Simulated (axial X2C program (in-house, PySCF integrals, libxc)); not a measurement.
# ZrSe: bond constants with and without spin–orbit coupling

Calculated with an in-house all-electron X2C program for linear molecules (integrals from PySCF). Spin-free means the one-electron spin-free X2C Hamiltonian; two-component (2c) means X2C with spin–orbit coupling and atomic mean-field two-electron Coulomb and Gaunt terms, so the difference of the two also holds small scalar two-electron terms. Basis: Zr dyall-cv3z [11s12p9d6f3g], Se dyall-cv3z [8s9p6d4f1g] (cores contracted in-house); Gaussian nuclei, density fitting, unrestricted open shells. Masses: Zr 89.905 u, Se 79.917 u.

Input file and command:
```json
{"zs": [40, 34], "q": 0, "bas": ["dyall-cv3z", "dyall-cv3z"], "levels": ["PBE0", "HF", "BP86"], "cc": true, "r0": 2.34, "thr": -1.0, "nmax": 90, "npts": 10, "nst": 2, "ntry": 6}
```
```bash
python so2c.py task.json out
```

Keys: zs atomic numbers; q charge; bas basis sets; levels methods; cc coupled cluster on or off; r0 starting distance in Å; thr threshold in hartree for freezing inner shells (an s shell follows its p shell); nmax most natural virtual spinors; npts points on the curve; nst determinants followed; ntry starts of the search. HF also brings MP2.

State, spin-free: M_S = 1, Λ = 2 (beyond evenly filled blocks: σα, δ+α); electrons by block: σα: 17, σβ: 16, π+α: 8, π+β: 8, π-α: 8, π-β: 8, δ+α: 3, δ+β: 2, δ-α: 2, δ-β: 2. Fragments: Zr + Se.

State, 2c: Ω = 1 (⟨Sz⟩ = -1.00, ⟨Lz⟩ = 2.00 at PBE0); electrons by block: 1/2: 24, -1/2: 25, 3/2: 11, -3/2: 10, 5/2: 2, -5/2: 2. Fragments: Zr + Se.

```tsv
Hamiltonian	level	Re (Å)	ωe (cm⁻¹)	Be (cm⁻¹)	αe (cm⁻¹)	De (eV)	D0 (eV)	μ (D)
spin-free	PBE0	2.312	373.4	0.07455	0.000181	5.13	5.11	-5.58
spin-free	HF	2.344	373.8	0.07249	0.000167	n/a	n/a	-7.34
spin-free	CCSD	2.337	372.1	0.07293	0.000164	4.28	4.26	n/a
spin-free	CCSD(T)	2.348	364.4	0.07228	0.000159	4.58	4.56	n/a
spin-free	BP86	2.331	356.2	0.07336	0.000193	5.46	5.44	-4.82
2c	PBE0	2.313	372.7	0.07448	0.000182	n/a	n/a	-5.57
2c	BP86	2.332	355.5	0.0733	0.000193	n/a	n/a	-4.82
```

Correlated methods: 10 electrons correlated (number of frozen shells: Zr 4 s, 3 p, 1 d; Se 3 s, 2 p, 1 d), 324 virtual spin orbitals or spinors in MP2, 90 natural virtuals in coupled cluster.

Dipoles are positive if Se is the positive end.

One determinant describes the state; a PBE0 search over occupations chose it and may have missed a lower one. De is counted from the lowest determinant-based energies of the atoms at the same level, without counterpoise correction. De is not given where an atomic determinant may have missed its ground term or J level, or where the truncated virtual space spoils (T). Density functionals use the spin component along the axis (collinear). Coupled cluster ran in a truncated set of natural virtual spinors; the MP2 energy of the rest was added. (T) has no such correction and the atoms are truncated less, which lowers De at CCSD(T) by a hundredth of an eV or more. PBE0 can misorder states that lie within some tenths of an eV, so this need not be the ground state of the molecule. The nearest other spin-free determinant of the search, M_S = 0, Λ = 0, lies 0.37 eV up at the distance of the search. Without a current term, density functionals place determinants with orbital angular momentum somewhat too high. With several unpaired electrons one determinant need not be a pure state. The outer-core s and p shells of the metal are frozen in the correlated rows, which leaves out core–valence correlation; for alkali and alkaline-earth bonds that tends to lengthen them. The determinant is spin-polarised beyond a pure state at some levels (its spin-free form has ⟨S²⟩ too high), which makes Re and μ there less reliable. With the outer-core shells frozen, correlated bond lengths of heavy atoms tend to come out a few hundredths of an ångström too long.

No reliable constants came from CCSD (2c), CCSD(T) (2c), HF (2c), MP2 (2c), MP2 (spin-free): no minimum in range, unconverged points, a curve that is not smooth, a change of character along it, or the two Hamiltonians disagreeing along it.

Rough cost a point (2c) on 1 thread(s) of a shared host, integrals apart: PBE0 4 s, BP86 1.5 s.

The whole task took 4.7 min on 1 thread of Arm Neoverse V1, with other jobs on the host.
